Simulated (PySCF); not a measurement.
Atoms are numbered as in `[CH3:1][CH2:2][C:3]([CH3:4])([CH3:5])[C:6]#[N:7]`; H(Xn) means a hydrogen on atom n.

Relativity neglected, a single conformation, rapidly exchanging positions averaged, no solvent model. J couplings at B3LYP/pcJ-1 (spin–dipole term only in couplings to heteroatoms); geometry from PBE0-D3(BJ)/def2-SVP; CAM-B3LYP/pcSseg-1 with gauge-including orbitals; PySCF.

References, each an isolated molecule treated in the same way: TMS for ¹H (31.33 ppm).

The spectrum was simulated from the full spin Hamiltonian at 700 MHz with 0.6 Hz Lorentzian lines, from shifts rounded to 0.01 ppm and J to 0.1 Hz, couplings under 1 Hz left out.

(1) List the maxima of its ¹H spectrum with integrals.

(2) Summarise it as multiplets with assignments.

Answers

(1) 
```
region  integral (H)    ppm     Hz  height
     1             8  1.270  889.0       2
     1                1.267  886.9       4
     1                1.266  886.1       4
     1                1.258  880.5       3
     1                1.257  879.7       3
     1                1.255  878.4       6
     1                1.254  878.0       6
     1                1.245  871.4       3
     1                1.243  869.8       4
     1                1.220  854.0     100
     2             3  1.192  834.7       5
     2                1.191  833.6       8
     2                1.190  832.8       5
     2                1.180  826.0      14
     2                1.179  825.0       7
     2                1.177  824.0       4
     2                1.169  818.4       3
     2                1.167  817.2       4
     2                1.165  815.7       2
```

(2) ¹H NMR (700 MHz, computed): δ 1.26 (q, J = 8.4 Hz, 2H, H(C2)), 1.22 (s, 6H, H(C4)/H(C5)), 1.18 (t, J = 8.4 Hz, 3H, H(C1)). These are first-order names; overlap and second-order distortion can hide them in the list.

Multiplet labels drop couplings under 1 Hz and merge nearly equal ones. Unscaled 3J(H,H) at this level run about 10 % above measured values.
